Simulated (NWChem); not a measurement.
Program: NWChem. System: Cl4Ge, charge 0, spin multiplicity 1, at a geometry optimised with PBE0/def2-SVP. The structure started from a generated list of species. Level: RHF/def2-TZVP.

Part of the output:

```
             Northwest Computational Chemistry Package (NWChem) 7.3.0
             --------------------------------------------------------

                                NWChem Input Module
                                -------------------

 Scaling coordinates for geometry "geometry" by  1.889725989
 (inverse scale =  0.529177249)

 Turning off AUTOSYM since
 SYMMETRY directive was detected!

                             Geometry "geometry" -> ""
                             -------------------------

 Output coordinates in angstroms (scale by  1.889725989 to convert to a.u.)

  No.       Tag          Charge          X              Y              Z
 ---- ---------------- ---------- -------------- -------------- --------------
    1 Cl                  17.0000     1.73666600     0.00000000    -1.22761900
    2 Ge                  32.0000     0.00000000     0.00000000     0.00003200
    3 Cl                  17.0000    -1.73666600     0.00000000    -1.22761900
    4 Cl                  17.0000     0.00000000    -1.73666200     1.22758900
    5 Cl                  17.0000     0.00000000     1.73666200     1.22758900

 Effective nuclear repulsion energy (a.u.)     805.6463843240

            Nuclear Dipole moment (a.u.)
            ----------------------------
        X                 Y               Z
 ---------------- ---------------- ----------------
     0.0000000000     0.0000000000     0.0000075589

      Symmetry information
      --------------------

 Group name             C2v
 Group number             16
 Group order               4
 No. of unique centers     3

      Symmetry unique atoms

     1    2    4


 Summary of "ao basis" -> "" (spherical)
 ------------------------------------------------------------------------------
       Tag                 Description            Shells   Functions and Types
 ---------------- ------------------------------  ------  ---------------------
 *                         def2-tzvp                  on all atoms

 Summary of "ao basis" -> "ao basis" (spherical)
 ------------------------------------------------------------------------------
       Tag                 Description            Shells   Functions and Types
 ---------------- ------------------------------  ------  ---------------------
 Cl                        def2-tzvp                13       37   5s5p2d1f
 Ge                        def2-tzvp                16       48   6s5p4d1f

                                 NWChem SCF Module
[...]
    20      0.183699  1 Cl pz               105     -0.183699  3 Cl pz

 Vector   50  Occ=2.000000D+00  E=-4.804511D-01  Symmetry=a2
              MO Center=  4.5D-14, -1.3D-11, -4.2D-04, r^2= 5.6D+00
   Bfn.  Coefficient  Atom+Function         Bfn.  Coefficient  Atom+Function
  ----- ------------  ---------------      ----- ------------  ---------------
    16      0.285098  1 Cl py               101     -0.285098  3 Cl py
   137      0.285009  4 Cl px               174     -0.285009  5 Cl px
    19      0.183705  1 Cl py               104     -0.183705  3 Cl py
   140      0.183648  4 Cl px               177     -0.183648  5 Cl px

 Vector   51  Occ=0.000000D+00  E= 6.181497D-02  Symmetry=a1
              MO Center= -3.0D-14,  2.0D-14, -2.1D-05, r^2= 5.3D+00
   Bfn.  Coefficient  Atom+Function         Bfn.  Coefficient  Atom+Function
  ----- ------------  ---------------      ----- ------------  ---------------
    43      1.341249  2 Ge s                 42      0.598557  2 Ge s
    18      0.326783  1 Cl px               103     -0.326783  3 Cl px
   141     -0.326791  4 Cl py               178      0.326791  5 Cl py
     5     -0.316813  1 Cl s                 90     -0.316813  3 Cl s
   127     -0.316827  4 Cl s                164     -0.316827  5 Cl s

 Vector   52  Occ=0.000000D+00  E= 1.457467D-01  Symmetry=a1
              MO Center=  7.8D-11,  8.3D-11,  9.7D-05, r^2= 5.0D+00
   Bfn.  Coefficient  Atom+Function         Bfn.  Coefficient  Atom+Function
  ----- ------------  ---------------      ----- ------------  ---------------
    58      1.276688  2 Ge pz                55      0.409779  2 Ge pz
    18     -0.386906  1 Cl px               103      0.386906  3 Cl px
   141     -0.386952  4 Cl py               178      0.386952  5 Cl py
     5      0.347210  1 Cl s                 90      0.347210  3 Cl s
   127     -0.347266  4 Cl s                164     -0.347266  5 Cl s

 Vector   53  Occ=0.000000D+00  E= 1.458065D-01  Symmetry=b1
              MO Center= -7.9D-11, -2.9D-13,  1.2D-01, r^2= 5.0D+00
   Bfn.  Coefficient  Atom+Function         Bfn.  Coefficient  Atom+Function
  ----- ------------  ---------------      ----- ------------  ---------------
    56      1.276991  2 Ge px                 5     -0.491278  1 Cl s
    90      0.491278  3 Cl s                 53      0.409763  2 Ge px
    20     -0.386998  1 Cl pz               105      0.386998  3 Cl pz
   140     -0.317444  4 Cl px               177     -0.317444  5 Cl px
    18      0.229968  1 Cl px               103      0.229968  3 Cl px

 center of mass
 --------------
 x =   0.00000000 y =   0.00000000 z =   0.00000236

 moments of inertia (a.u.)
 ------------------
        1506.009219771298           0.000000000000           0.000000000000
           0.000000000000        1506.012689654097           0.000000000000
           0.000000000000           0.000000000000        1506.505135482277

  Mulliken analysis of the total density
  --------------------------------------

    Atom       Charge   Shell Charges
 -----------   ------   -------------------------------------------------------
    1 Cl  17    17.31   2.01  0.45  1.52  1.09  0.88  4.18  1.69  1.06  2.90  1.50  0.01  0.03  0.00
    2 Ge  32    30.75   2.00  2.00  1.16  0.81  0.78  0.13  5.98  4.42  1.57  1.18  0.15  8.95  1.08  0.22  0.23  0.10
    3 Cl  17    17.31   2.01  0.45  1.52  1.09  0.88  4.18  1.69  1.06  2.90  1.50  0.01  0.03  0.00
    4 Cl  17    17.31   2.01  0.45  1.52  1.09  0.88  4.18  1.69  1.06  2.90  1.50  0.01  0.03  0.00
    5 Cl  17    17.31   2.01  0.45  1.52  1.09  0.88  4.18  1.69  1.06  2.90  1.50  0.01  0.03  0.00

       Multipole analysis of the density wrt the origin
       ------------------------------------------------

     L   x y z        total         open         nuclear
     -   - - -        -----         ----         -------
     0   0 0 0     -0.000000      0.000000    100.000000

     1   1 0 0     -0.000000      0.000000      0.000000
     1   0 1 0     -0.000000      0.000000      0.000000
     1   0 0 1      0.000203      0.000000      0.000008

     2   2 0 0    -51.036513      0.000000    366.192287
     2   1 1 0      0.000000      0.000000      0.000000
     2   1 0 1     -0.000000      0.000000      0.000000
     2   0 2 0    -51.035655      0.000000    366.190600
     2   0 1 1     -0.000000      0.000000      0.000000
     2   0 0 2    -51.035519      0.000000    365.951199

 Task  times  cpu:        9.1s     wall:        9.1s

 Total times  cpu:        9.1s     wall:        9.1s
```

Q: Write an NWChem input that would produce this output.

A: This is not unique; one that fits is 
```
start mol
memory heap 200 mb stack 900 mb global 1100 mb
geometry units angstroms nocenter noautoz
  Cl     1.736666     0.000000    -1.227619
  Ge     0.000000     0.000000     0.000032
  Cl    -1.736666     0.000000    -1.227619
  Cl     0.000000    -1.736662     1.227589
  Cl     0.000000     1.736662     1.227589
  symmetry group C2v
end
basis spherical
  * library def2-tzvp
end
scf
  rhf
  nopen 0
  maxiter 100
  thresh 1e-7
  semidirect memsize 60000000 filesize 0
end
task scf energy
```
